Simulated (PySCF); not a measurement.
Species: C4H4F2O2.
Atom-mapped SMILES: `[CH3:1][C:2](=[C:3]=[O:4])[O:5][CH:6]([F:7])[F:8]` (hydrogens: H9, H10, H11 on C1; H12 on C6)

Structure optimised with GFN2-xTB, isolated species.

(1) Give the optimised bond lengths and angles.

## Answers

(1) 
```json
{"bond": "C1–C2", "length (pm)": "150.3"}
{"bond": "C2=C3", "length (pm)": "130.4"}
{"bond": "C3=O4", "length (pm)": "116.6"}
{"bond": "C2–O5", "length (pm)": "140.8"}
{"bond": "O5–C6", "length (pm)": "134.5"}
{"bond": "C6–F7", "length (pm)": "133.6"}
{"bond": "C6–F8", "length (pm)": "136.2"}
{"bond": "C1–H9, C1–H10, C1–H11", "length (pm)": "108.7"}
{"bond": "C6–H12", "length (pm)": "110.9"}
```

Bonds in one row agree within 1 pm and their mean is given. A selection of angles:
```json
{"angle": "C1–C2–C3", "degrees": "122.1"}
{"angle": "C1–C2–O5", "degrees": "114.2"}
{"angle": "C3–C2–O5", "degrees": "123.6"}
{"angle": "C2–C3–O4", "degrees": "174.3"}
{"angle": "C2–O5–C6", "degrees": "115.4"}
{"angle": "O5–C6–F7", "degrees": "108.2"}
{"angle": "O5–C6–F8", "degrees": "111.8"}
{"angle": "F7–C6–F8", "degrees": "106.2"}
```

Dihedral angles: C1–C2–O5–C6 159° (antiperiplanar); C2–O5–C6–F7 -169° (antiperiplanar). The mirror-image conformer, all signs reversed, is as good.

The 3 C–O bonds span 1.166 Å (C3=O4, drawn double) to 1.408 Å (C2–O5, drawn single), a spread of 0.242 Å. O5 (ether oxygen) is bent (angle 115.4°). Of the pairs four or more bonds apart, C3···F8 is among the closest relative to their van der Waals radii: 2.84 Å, 90 % of the sum of Bondi's values. The C–C distances run from 1.304 Å (C2=C3, drawn double) to 1.503 Å (C1–C2, drawn single), a spread of 0.199 Å. The C–F distances run from 1.336 Å (C6–F7, drawn single) to 1.362 Å (C6–F8, drawn single), a spread of 0.026 Å.

Point group: C1 (no symmetry element, even within 0.4 Å). Not checked by GFN2-xTB frequencies. One conformer, not necessarily the lowest.

All values are computed, not measured.
